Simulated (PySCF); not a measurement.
A species of formula C6H4O2 has this rotational fingerprint, computed with CAM-B3LYP/def2-SVPD in PySCF (dipole) on a GFN2-xTB geometry, gas phase:

| Property | Result |
| --- | --- |
| Rotational constants | A = 3315, B = 2447, C = 1408 MHz |
| Dipole components | \|μa\| = 5.88 D, \|μb\| = 0.00 D, \|μc\| = 0.00 D |
| Inertial defect | 0.00 u·Å² |
| κ | 0.09 |

Task: Which candidate fits, each taken in the one conformer that was computed?
A. `O=C1C=CC=CC1=O` (o-benzoquinone)
B. `c1cc2occc2o1`
C. `[CH:1]#[C:2][C:3](=[O:4])[C:5](=[CH2:6])[CH:7]=[O:8]` with C2–C3–C5–C6 0°, C3–C5–C7–O8 180°

Result: A. It is O=C1C=CC=CC1=O, an asymmetric top, point group C2v. The candidates at the same level (rigid rotor, commonest isotopes):

| SMILES | A (MHz) | B (MHz) | C (MHz) | μa (D) | μb (D) | μc (D) | Δ (u·Å²) | point group | rotor |
| --- | --- | --- | --- | --- | --- | --- | --- | --- | --- |
| C#CC(=O)C(=C)C=O | 4656 | 1370 | 1058 | 3.09 | 3.04 | 0.00 | 0.00 | Cs | asymmetric top |
| O=C1C=CC=CC1=O | 3315 | 2447 | 1408 | 5.88 | 0.00 | 0.00 | 0.00 | C2v | asymmetric top |
| c1cc2occc2o1 | 5439 | 2274 | 1603 | 0.00 | 0.00 | 0.00 | 0.00 | C2h | asymmetric top |

`C#CC(=O)C(=C)C=O` has B 44 % too low; `c1cc2occc2o1` has A 64 % too high. In the right answer the symmetry axis of this C2v structure is a, so μb and μc vanish by symmetry. No structure here is proved a minimum.
